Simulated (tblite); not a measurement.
Run record: tight-binding relaxation, `C[SiH2][S][GeH2][GeH2][SiH3]`.

Computed with GFN2-xTB geometry optimisation, gas phase (tblite 0.8.0). Start geometry: from a force field or distance geometry. A driver script takes a list of jobs; this job's settings line and coordinates (Å) are shown.

Command:
```bash
OMP_NUM_THREADS=1 python probes_run.py task.json out
```

Input:
```
{"job": {"kind": "relax", "xc": "GFN2-xTB", "basis": "xTB"}, "charge": 0, "multiplicity": 1}
C     -2.972600    -0.126000    -1.669100
Si    -1.771600    -0.142400    -0.261900
S     -0.753300     1.745100    -0.145700
Ge     0.356500     1.191900     1.678200
Ge     1.913300    -0.565600     1.195400
Si     2.716000    -0.252700    -0.958600
H     -3.724300     0.686300    -1.507200
H     -3.495200    -1.096500    -1.720500
H     -2.432700     0.059300    -2.616200
H     -0.790900    -1.219500    -0.476700
H     -2.492300    -0.397500     1.002400
H     -0.629000     0.711600     2.791600
H      1.136100     2.422900     2.203400
H      3.086100    -0.534500     2.204100
H      1.185100    -1.922500     1.263600
H      3.398100     1.050400    -1.023100
H      3.668200    -1.324500    -1.283100
H      1.593700    -0.279500    -1.901600
```

Output:
```
step      E/eV     max force
  0    -513.48669    1.161
  1    -513.54982    0.558
  2    -513.59252    0.610
  3    -513.62481    0.625
  4    -513.66252    0.417
  5    -513.68390    0.323
  6    -513.70028    0.456
  7    -513.71169    0.345
  8    -513.71993    0.253
  9    -513.72721    0.257
... (74 lines left out)
 84    -513.77973    0.021
 85    -513.77980    0.022
 86    -513.77984    0.015
 87    -513.77987    0.013
 88    -513.77989    0.012
 89    -513.77992    0.016
 90    -513.77996    0.022
 91    -513.78002    0.020
 92    -513.78007    0.014
 93    -513.78009    0.009
```

«max force» is the largest atomic force in eV/Å.

Q: From which step on does the largest force stay under 0.1 eV/Å, and how much energy is left to gain from there?

A: From step 35 (0.057 eV/Å), 7.4 meV above the end.

In short: energy lowered by 6.8 kcal/mol over 93 steps; largest atomic force 0.009 eV/Å at the end.

On one thread, AMD EPYC 7R43 (x86_64), on a shared host, this took 1.6 s.
Labels such as C1 count atoms from 1, the log's own numbers from 0.
